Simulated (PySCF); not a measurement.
Job file and geometry (Å, from GFN2-xTB) of an NMR shielding run on `CC(C)=C[C@H](CF)B(F)F`, C₆H₁₀BF₃, GIAO PBE0/pcSseg-1 NMR shielding, non-relativistic, gas phase in PySCF; density fitting, a coarse starting grid and PySCF grid level 2 are the driver's defaults:

```
$ OMP_NUM_THREADS=1 python probes_run.py task.json out

{"job": {"kind": "nmr", "xc": "PBE0", "basis": "pcSseg-1"}, "charge": 0, "multiplicity": 1}
C      1.788312    -0.713859    -0.709154
C      1.166884     0.303939     0.203686
C      2.124691     1.134769     1.000938
C     -0.146443     0.475060     0.309154
C     -1.202173    -0.310467    -0.446948
C     -2.387293     0.597389    -0.790121
F     -2.981730     1.093559     0.341261
B     -1.531098    -1.538007     0.508663
F     -0.771307    -2.619644     0.507581
F     -2.485447    -1.564384     1.407667
H      1.491602    -0.538776    -1.742930
H      1.469253    -1.718224    -0.437764
H      2.872124    -0.667431    -0.652743
H      2.731666     0.492679     1.638498
H      2.798985     1.672792     0.335218
H      1.601071     1.853051     1.625732
H     -0.547565     1.204176     0.997908
H     -0.779012    -0.662680    -1.391447
H     -2.055540     1.465693    -1.370122
H     -3.162127     0.051045    -1.338111
```

**Question.** Write the output of this run.

**Answer.** 
```
coarse grid: 17064 points
cycle   1  E = -558.3023713878  dE =  1.144e+00  |g| = 7.945e-01  |ddm| = 3.909e+00
cycle   2  E = -558.2331294389  dE =  6.924e-02  |g| = 1.079e+00  |ddm| = 1.225e+00
cycle   3  E = -558.4138279738  dE = -1.807e-01  |g| = 8.699e-02  |ddm| = 7.114e-01
cycle   4  E = -558.4151076835  dE = -1.280e-03  |g| = 4.154e-02  |ddm| = 9.664e-02
cycle   5  E = -558.4154720956  dE = -3.644e-04  |g| = 1.326e-02  |ddm| = 4.206e-02
cycle   6  E = -558.4155106604  dE = -3.856e-05  |g| = 4.215e-03  |ddm| = 1.396e-02
cycle   7  E = -558.4155149892  dE = -4.329e-06  |g| = 6.079e-04  |ddm| = 3.997e-03
final grid: 166992 points
cycle   8  E = -558.4897335681  dE = -9.941e-05  |g| = 9.434e-03  |ddm| = 4.584e-02
cycle   9  E = -558.4897282517  dE =  5.316e-06  |g| = 1.083e-02  |ddm| = 1.765e-02
cycle  10  E = -558.4897549785  dE = -2.673e-05  |g| = 1.186e-03  |ddm| = 9.221e-03
cycle  11  E = -558.4897551793  dE = -2.009e-07  |g| = 2.970e-04  |ddm| = 1.158e-03
cycle  12  E = -558.4897551927  dE = -1.341e-08  |g| = 6.757e-05  |ddm| = 2.631e-04
cycle  13  E = -558.4897551936  dE = -8.738e-10  |g| = 3.147e-05  |ddm| = 9.082e-05
converged SCF energy = -558.4897551936

GIAO shielding tensors (ppm)
atom      isotropic    diamagn.    paramagn.     s11        s22        s33       span
  0 C      166.919     249.557     -82.638    156.862    159.040    184.854     27.992
  1 C       39.728     262.495    -222.767    -75.595     35.148    159.631    235.226
  2 C      156.517     247.139     -90.623    134.966    148.791    185.793     50.827
  3 C       63.651     260.158    -196.507    -41.329     92.515    139.767    181.096
  4 C      152.915     254.067    -101.152    143.168    149.300    166.277     23.109
  5 C      101.798     240.019    -138.221     66.344     86.412    152.638     86.294
  6 F      428.501     475.402     -46.902    392.936    425.344    467.222     74.286
  7 B       75.878     194.422    -118.544     58.097     79.845     89.693     31.596
  8 F      249.077     469.535    -220.457     91.995    307.685    347.552    255.557
  9 F      246.455     466.634    -220.179     83.848    291.218    364.301    280.453
 10 H       29.857      31.542      -1.685     25.740     28.873     34.958      9.218
 11 H       29.467      31.460      -1.993     24.056     29.672     34.673     10.616
 12 H       30.228      30.398      -0.171     25.745     29.547     35.391      9.645
 13 H       29.664      29.250       0.414     26.181     27.729     35.083      8.901
 14 H       29.718      29.158       0.560     26.146     27.732     35.274      9.128
 15 H       29.835      30.765      -0.930     25.591     29.206     34.707      9.116
 16 H       25.942      36.124     -10.181     22.510     24.720     30.597      8.087
 17 H       29.789      34.822      -5.033     26.362     29.831     33.175      6.814
 18 H       27.052      29.104      -2.052     22.208     27.623     31.325      9.117
 19 H       26.730      27.604      -0.874     22.167     27.099     30.926      8.759
```

Size and cost of the density-fitted run: 220 basis functions, 69 s wall time on 1 thread of an Arm Neoverse N1, shared host; peak memory 0.97 GiB.
